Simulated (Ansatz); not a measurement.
Caution, from a PySCF single point (PBE0-D3(BJ)/def2-TZVP) at this geometry: the restricted solution is unstable towards spin-unrestricted or complex orbitals, so a lower solution exists and this singlet may not be the ground state. This singlet lies 0.46 eV below the relaxed triplet at the level frozen-core CCSD(T)/cc-pVTZ // PBE0-D3(BJ)/def2-TZVP (Ansatz, a program for electronic structure); other levels give the other order.

A geometry relaxed with PBE0-D3(BJ)/def2-TZVP (Ansatz), charge 0, multiplicity 1:

```xyz
7

H     -0.7759     1.7271    -0.1810
H     -1.5658    -0.0122     1.3341
H     -1.7333    -0.3372    -1.0565
C      0.6823    -0.8203     0.0633
O      1.7623    -0.1124    -0.1070
Si    -0.9054     0.2540     0.0284
H      2.5357    -0.6990    -0.0813
```

Q: Write the SMILES of this molecule.

A: `O[C][SiH3]`
